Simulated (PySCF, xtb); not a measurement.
Be(iPr)(SeH) (C₃H₈BeSe), SMILES C[CH](C)[Be][SeH].

GFN2-xTB (xtb) at its own geometry gives an orbital gap of 3.91 eV and a dipole moment of 2.15 D.

Geometry: ωB97X-D3(BJ)/def2-SVP. Other conformers were not sampled.

Problem. What does PBE0/def2-TZVP run with PySCF give? (An estimate is asked for; the answer gives what the named calculation found.)

Solution. gap 6.51 eV (levels -7.19 and -0.68 eV), dipole 0.99 D.
